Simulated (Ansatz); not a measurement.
Reaction (redistribution): `B[SiH2]N[SiH2]F` + `OB[SiH](O)F` → `B[SiH2]BO` + `O[SiH](F)N[SiH2]F`

Computed with Ansatz on PBE0-D4/def2-TZVP structures; ΔE is electronic, products minus reactants. CBS: MP2 limit from def2 TZ/QZ plus the TZ coupled-cluster correction, frozen cores. Functionals use def2-TZVPP. One conformer a species, not always the lowest.

Task: Is it downhill or uphill in electronic energy at CCSD(T)/CBS, and by how much? (An estimate is asked.)

Result: The calculation gave: Downhill: ΔE = -0.51 eV.

Task: What do these levels give: r2SCAN-D4, PBE0-D4, r2SCAN0-D4, ωB97X-V, B2PLYP, PBE-QIDH, LC-ωPBE, MP2/def2-SVP, SCS-MP2/def2-TZVPP, HF/CBS(def2), MP2/CBS(def2), CCSD/CBS(def2)? (Estimate.)

Result: The calculation gave: r2SCAN-D4 -0.55, PBE0-D4 -0.50, r2SCAN0-D4 -0.54, ωB97X-V -0.44, B2PLYP -0.51, PBE-QIDH -0.51, LC-ωPBE -0.45, MP2/def2-SVP -0.38, SCS-MP2/def2-TZVPP -0.48, HF/CBS(def2) -0.62, MP2/CBS(def2) -0.48, CCSD/CBS(def2) -0.52 eV.

Largest T1 diagnostic among the species: 0.016.

The D4 term adds +0.05 eV with B3LYP and +0.02 eV with PBE0; it sums over pairs of atoms, weighted by their polarisabilities, and B3LYP, whose exchange is more repulsive, gets the larger term. At CCSD(T), def2-SVP lies +0.13 eV from the extrapolated value and def2-TZVPP −0.00 eV. In def2-TZVPP, CCSD(T) changes the Hartree–Fock value by +0.10 eV (the triples alone add +0.01 eV) and MP2 by +0.13 eV.

B3LYP here is the variant with VWN-RPA as its local correlation; programs differ in this.
